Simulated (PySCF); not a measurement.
Spin-orbit coupling and the second ionisation energy along the 3d series

Two-component X2C-1e calculated with PySCF 2.14: MP2 on generalised Hartree-Fock spinors (GMP2), with spin-orbit coupling off and on (screened by Boettger's factors); no Breit or QED terms. Values in eV; the references (NIST) lie between the lowest levels. Elements whose determinants are no pure J levels are left out.

```json
{"element": "Mn (x2c-TZVPPall-2c, [Ne] frozen)", "configurations": "[Ar] 3d5 4s1 → [Ar] 3d5", "spin-free": "15.608", "with spin-orbit": "15.608", "shift": "0.000", "reference": "15.640"}
{"element": "Co (x2c-TZVPPall-2c, [Ne] frozen)", "configurations": "[Ar] 3d8 → [Ar] 3d7", "spin-free": "17.523", "with spin-orbit": "17.510", "shift": "-0.013", "reference": "17.084"}
{"element": "Ni (x2c-TZVPPall-2c, [Ne] frozen)", "configurations": "[Ar] 3d9 → [Ar] 3d8", "spin-free": "18.906", "with spin-orbit": "18.854", "shift": "-0.052", "reference": "18.169"}
{"element": "Cu (x2c-TZVPPall-2c, [Ne] frozen)", "configurations": "[Ar] 3d10 → [Ar] 3d9", "spin-free": "21.358", "with spin-orbit": "21.249", "shift": "-0.109", "reference": "20.292"}
{"element": "Zn (x2c-TZVPPall-2c, [Ne] frozen)", "configurations": "[Ar] 3d10 4s1 → [Ar] 3d10", "spin-free": "17.871", "with spin-orbit": "17.871", "shift": "0.000", "reference": "17.964"}
```

Estimate the missing row, Fe (x2c-TZVPPall-2c, [Ne] frozen).

The calculation gives spin-free 16.138; with spin-orbit 16.137; shift 0.000. The reference value is 16.199.

The largest shift is at Cu, -0.109 eV, where spin-orbit coupling lowers the species with fewer electrons by more than the one with more (starting occupations closed and 3d3/2^4 3d5/2^5).

What remains against the references is mostly the basis and correlation beyond MP2.
